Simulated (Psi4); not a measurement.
F₃In, singlet, at a GFN2-xTB geometry (such geometries of metal compounds can be far from the true shape) (all electrons, no relativity); HF/STO-3G (Psi4 1.11).

Input for Psi4:
```
memory 2 GB

molecule mol {
0 1
In    0.000000    0.000000    0.000000
F    -1.677692   -1.020311    0.030266
F     0.015199    1.844970   -0.672648
F     1.662493   -0.824659    0.642382
}

set {
  basis sto-3g
  reference uhf
  scf_type pk
  stability_analysis follow
}

energy('scf')
print_variables()
```

Output, abridged:

```
   => Loading Basis Set <=

    Name: STO-3G
    Role: ORBITAL
    Keyword: BASIS

         ---------------------------------------------------------
                                   SCF
               by Justin Turney, Rob Parrish, Andy Simmonett
                          and Daniel G. A. Smith
                              UHF Reference
         ---------------------------------------------------------

  ==> Geometry <==

    Molecular point group: cs
    Full point group: Cs

    Geometry (in Angstrom), charge = 0, multiplicity = 1:

       Center              X                  Y                   Z               Mass
    ------------   -----------------  -----------------  -----------------  -----------------
         IN           0.000000000000    -0.000000000000     0.000000000000   114.903878776000
         F           -0.968477530424     1.708406358981     0.000000000000    18.998403162730
         F            1.963761975637    -0.015477255807     0.000000000000    18.998403162730
         F           -0.995284445213    -1.692929103173     0.000000000000    18.998403162730

  Running in cs symmetry.

  Rotational constants: A =      0.15339  B =      0.15339  C =      0.07669 [cm^-1]
  Rotational constants: A =   4598.37346  B =   4598.37216  C =   2299.18641 [MHz]
  Nuclear repulsion =  394.303853563027019

  Charge       = 0
  Multiplicity = 1
  Electrons    = 76
  Nalpha       = 38
  Nbeta        = 38

  ==> Algorithm <==

  SCF Algorithm Type is PK.
  DIIS enabled.
  MOM disabled.
  Fractional occupation disabled.
  Guess Type is SAD.
  Energy threshold   = 1.00e-06
  Density threshold  = 1.00e-06
  Integral threshold = 1.00e-12

  ==> Primary Basis <==

  Basis Set: STO-3G
    Blend: STO-3G
    Number of shells: 20
    Number of basis functions: 42
    Number of Cartesian functions: 44
    Spherical Harmonics?: true
    Max angular momentum: 2

  ==> Integral Setup <==

  Using in-core PK algorithm.
   Calculation information:
      Number of atoms:                   4
      Number of AO shells:              20
      Number of primitives:             60
      Number of atomic orbitals:        44
      Number of basis functions:        42

      Integral cutoff                 1.00e-12
      Number of threads:                 1

  Performing in-core PK
  Using 816312 doubles for integral storage.
  We computed 17139 shell quartets total.
  Whereas there are 22155 unique shell quartets.

  ==> DiskJK: Disk-Based J/K Matrices <==

[...]
  Energy and wave function converged.

    Wavefunction stable under totally symmetric rotations.
    Lowest totally symmetric eigenvalue: 0.086447
    Lowest UHF->UHF stability eigenvalues:
      Ap 0.086447       App 0.179719

    Stability analysis over.

  ==> Post-Iterations <==

   @Spin Contamination Metric:   2.842170943E-14
   @S^2 Expected:                0.000000000E+00
   @S^2 Observed:                2.842170943E-14
   @S   Expected:                0.000000000E+00
   @S   Observed:                0.000000000E+00

    Orbital Energies [Eh]
    ---------------------

    Alpha Occupied:

[...]
    Alpha Virtual:

[...]
      31Ap     0.493015

    Beta Occupied:

[...]
    Beta Virtual:

[...]
      31Ap     0.493015

    Final Occupation by Irrep:
             Ap   App
    DOCC [    28,   10 ]
    SOCC [     0,    0 ]
    NA   [    28,   10 ]
    NB   [    28,   10 ]

  @UHF Final Energy: -5976.98455240833118

   => Energetics <=

    Nuclear Repulsion Energy =            394.3038535630270189
    One-Electron Energy =               -9076.3625032855161407
    Two-Electron Energy =                2705.0740973141573704
    Total Energy =                      -5976.9845524083311830

  UHF NO Occupations:
  HONO-2 :   26 Ap 2.0000000
  HONO-1 :   27 Ap 2.0000000
  HONO-0 :   28 Ap 2.0000000
  LUNO+0 :   11App 0.0000000
  LUNO+1 :   29 Ap 0.0000000
  LUNO+2 :   30 Ap -0.0000000
  LUNO+3 :   31 Ap -0.0000000

Computation Completed

Properties will be evaluated at   0.000000,   0.000000,   0.000000 [a0]

Properties computed using the SCF density matrix

 Multipole Moments:

 ------------------------------------------------------------------------------------
     Multipole            Electronic (a.u.)      Nuclear  (a.u.)        Total (a.u.)
 ------------------------------------------------------------------------------------

 L = 1.  Multiply by 2.5417464519 to convert [e a0] to [Debye]
 Dipole X            :          0.0000000            0.0000000            0.0000000
 Dipole Y            :          0.0000001            0.0000000            0.0000001
 Dipole Z            :          0.0000000            0.0000000            0.0000000
 Magnitude           :                                                    0.0000001

 ------------------------------------------------------------------------------------

  Variable Map:
  ----------------------------------------------------------------------------
[...]
[...]
```
